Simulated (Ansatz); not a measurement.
Cartesian coordinates in Å:
```
O 2.685 1.005 -0.613
C 1.571 0.693 0.141
O 0.402 0.998 -0.575
Si -1.124 0.590 -0.094
Si -1.426 -1.734 0.061
H 2.671 1.950 -0.795
H 1.636 -0.382 0.346
H 1.558 1.244 1.094
H -1.430 1.199 1.235
H -2.034 1.174 -1.110
H -0.496 -2.326 1.062
H -1.191 -2.396 -1.250
H -2.821 -2.013 0.499
```

Total charge 0; spin multiplicity 1.

**Question.** List the ωB97M-V/def2-TZVPP orbital energies in eV (Ansatz 0.2.0). (Best estimate.)

**Answer.** The calculation gave: Occupied: -1807.50, -1806.82, -526.43, -526.33, -284.42, -148.51, -147.96, -102.65, -102.61, -102.61, -102.06, -102.06, -102.06, -32.69, -30.77, -21.88, -18.89, -17.74, -17.41, -16.10, -15.28, -13.73, -12.88, -12.40, -12.18, -11.88, -11.48, -10.99, -9.91. Lowest empty: 1.41, 2.08, 2.26, 2.60, 2.74, 2.91, 3.52, 4.19.
